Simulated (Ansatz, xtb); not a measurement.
# C5H8OSi: 5 structures ranked

5 gas-phase structures of C5H8OSi, from a drawn sample of its isomers (lower ones may exist). Each was relaxed with GFN2-xTB; where two conformers were screened, the lower at r2SCAN-D4/def2-SVP is listed:

A. `C=C([SiH3])/C=C/C=O`, a singlet
B. `C=C([SiH3])C(=C)C=O`, a singlet
C. `C=C/C=C(/[SiH3])C=O`, a singlet
D. `C=C([SiH3])/C=C\C=O`, a singlet
E. `C=C/C=C(\[SiH3])C=O`, a singlet

Question: Make a reasoned guess at their ranking by r2SCAN-D4/def2-SVP single-point energy.

Answer: Calculated order at r2SCAN-D4/def2-SVP: E (0.0), C (9.0), A (9.9), B (27.2), D (36.3) kJ/mol. Less than 1 kcal/mol parts C and A, so the order within that pair means little.

Energies above the lowest of each column, in kJ/mol; the last columns are at PBE0-D3(BJ)/def2-SVP geometries and were run for some of them only (a dash: not run or not comparable):

```
structure  GFN2-xTB  HF/STO-3G  r2SCAN-D4/def2-SVP  PBE0-D3(BJ)/def2-SVP  CCSD(T)/def2-SVP + ΔMP2/def2-TZVPP
        E       0.0        2.3                 0.0                   0.0                                 0.0
        C       5.4        7.2                 9.0                   8.4                                 7.8
        A      11.5        0.0                 9.9                  10.7                                 6.3
        B      12.5       22.0                27.2                     –                                   –
        D      22.1       18.8                36.3                     –                                   –
```

CCSD(T)/def2-SVP + ΔMP2/def2-TZVPP puts E lowest of those it was run on; HF/STO-3G picks A. CCSD(T)/def2-SVP + ΔMP2/def2-TZVPP orders those it was run on as E (0.0), A (6.3), C (7.8) kJ/mol. Less than 1 kcal/mol parts A and C, so the order within that pair means little. Some further structures that were screened fall inside this span and aren't listed. Flexible structures stand in one conformer each, not always the lowest. Frequencies (GFN2-xTB) were run for A, C, E alone. ΔMP2 is the change of the MP2 energy from the smaller to the larger basis.

Over these structures GFN2-xTB departs from r2SCAN-D4/def2-SVP by 6.6 kJ/mol on average once a common shift is removed. A GFN2-xTB relaxation took about 0.092 s and the r2SCAN-D4/def2-SVP energy about 1.9 s on a shared host (Ansatz 0.2.0, xtb 6.7.1).
